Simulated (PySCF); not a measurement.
## [Ta(F)4(CH3)] (charge 0, multiplicity 1)

Calculation: TPSSh-D3(BJ)/def2-TZVP // PBE-D3(BJ)/def2-SVP run with PySCF 2.14.0.

The HOMO comes out as -8.95 eV and the dipole moment comes out as 1.84 D. The HOMO–LUMO gap is 5.97 eV. The LUMO is -2.98 eV, the charge on the central atom (Mulliken) is 1.57 e and the total energy is -496.7840 Ha. The cost is around 7 core-minutes (rough).

Bonded distances (Å): Ta1–F2 1.901, Ta1–F3 1.900, Ta1–F4 1.879, Ta1–F5 1.880, Ta1–C6 2.136, C6–H7 1.111, C6–H8 1.112, C6–H9 1.108. Bond angles (°): F2–Ta1–F3 178.0, F2–Ta1–F4 90.0, F2–Ta1–F5 89.4, F2–Ta1–C6 90.1, F3–Ta1–F4 89.8, F3–Ta1–F5 89.3, F3–Ta1–C6 91.8, F4–Ta1–F5 133.4, F4–Ta1–C6 113.3, F5–Ta1–C6 113.3, Ta1–C6–H7 109.4, Ta1–C6–H8 108.1, Ta1–C6–H9 112.2, H7–C6–H8 108.0, H7–C6–H9 109.9, H8–C6–H9 109.2.
Charge 0, spin multiplicity 1.
